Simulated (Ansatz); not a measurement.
Cu2O2⁻, relaxed as a doublet with UKS PBE0-D4/def2-SVPD in Ansatz, starting from the GFN1-xTB geometry. Force threshold 0.02 eV/Å.

The structure comes from a short search, and lower isomers may exist.

Start:

```xyz
4

Cu   -0.293    0.435    0.118
Cu    0.693   -1.465   -0.559
O     1.321   -0.191    0.606
O    -1.721    1.221   -0.166
```

| step | energy (eV) | largest force component (eV/Å) | SCF passes |
| --- | --- | --- | --- |
| 1 | -93341.9542 | 2.020 | 122 |
| 2 | -93342.1218 | 1.215 | 48 |
| 3 | -93342.2595 | 0.209 | 48 |
| 4 | -93342.2749 | 0.097 | 46 |
| 5 | -93342.2756 | 0.010 | 43 |

Force components are those of the run's own axes.

End:

```xyz
4

Cu   -0.326    0.510    0.147
Cu    0.900   -1.609   -0.536
O     1.270   -0.262    0.533
O    -1.844    1.361   -0.144
```

By distances, no bond broke or formed. The bond that changes most is Cu1–O4, from 1.65 to 1.76 Å (atoms count from 1).

No frequencies were taken in this run, so the end may be a saddle point.

It took 36 s on 4 threads of Intel Xeon on a shared host.
